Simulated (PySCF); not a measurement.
Vertical excitations of a molecule C2H5F2NSi from TDA-PBE/def2-SVPD (PySCF 2.14.0), as energy in eV (oscillator strength): 4.14 (0.001), 6.17 (0.042), 6.58 (0.041), 6.79 (0.005), 6.83 (0.014), 7.35 (0.029), 7.37 (0.047), 7.46 (0.067), 7.49 (0.021), 7.65 (0.260). Lowest triplet (TDA): 3.58 eV. Coordinates come from a r2SCAN-D4/def2-SVP optimisation. Other conformers were not sampled.

Which molecule gave these data?
A) N[SiH2]C=C(F)F
B) FC/N=C/[SiH2]F
C) N[SiH2]/C(F)=C/F
D) C/C=N/[SiH](F)F

D, C/C=N/[SiH](F)F
